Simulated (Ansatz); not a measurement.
Basis sets compared for the cluster Mo5Se10 (the lowest singlet isomer of a short search). The state is a singlet with charge 0. Geometry PBE-D4/def2-SVP, loosely relaxed. Ansatz on 2 threads of AMD EPYC 7R13 on a shared host and a share (18 GiB) of an NVIDIA H100 80GB HBM3; times are rough, and most runs start from earlier orbitals.

```tsv
atom	x (Å)	y (Å)	z (Å)
Mo1	-1.444	0.713	-1.676
Mo2	1.745	-1.201	1.636
Mo3	-0.386	-1.411	0.343
Mo4	0.187	1.055	1.238
Mo5	1.516	0.074	-0.767
Se6	3.593	-0.923	0.076
Se7	-1.872	-0.452	2.147
Se8	-1.658	2.316	0.089
Se9	0.587	1.640	-2.638
Se10	0.656	-3.353	1.485
Se11	-2.894	-0.917	-0.021
Se12	-0.082	-1.485	-2.124
Se13	-3.117	1.060	-3.151
Se14	1.347	0.459	3.372
Se15	1.821	2.425	-0.008
```

In the def2 sets Mo takes a core potential; there is no spin–orbit coupling. Single mean-field runs in def2-SVP, def2-TZVP are fitted with def2-universal-jkfit. This restricted singlet of an open-shell metal (gap down to 0.47 eV) wasn't tested against broken symmetry. The geometry of the charge 0 singlet is only loosely relaxed. The restricted singlet is unstable towards broken spin symmetry in Hartree–Fock (as tested in another run); at PBE-D4/def2-TZVP, PBE0-D4/def2-SVP, PBE0-D4/def2-TZVP this wasn't settled. No other spin state of charge 0 was run. The structure comes from a short search, and lower isomers may exist.

Binding counts from free atoms (Mo septet, Se triplet) in the same basis, without a counterpoise term.

```csv
level,functions,energy (Eh),HOMO (eV),LUMO (eV),binding per atom (eV),wall time
PBE-D4/def2-SVP (with forces),475,-24351.1454,-5.22,-4.75,4.24,6 s
PBE0-D4/def2-SVP,475,-24351.5644,-6.18,-4.32,3.71,7 s
```

Q: Estimate the rows for PBE-D4/def2-TZVP, PBE0-D4/def2-TZVP.

A: 
```
            level  functions  energy (Eh)  HOMO (eV)  LUMO (eV)  binding per atom (eV)  wall time
 PBE-D4/def2-TZVP        680  -24354.1904      -5.20      -4.74                   4.21        6 s
PBE0-D4/def2-TZVP        680  -24354.6123      -6.12      -4.26                   3.70        8 s
```
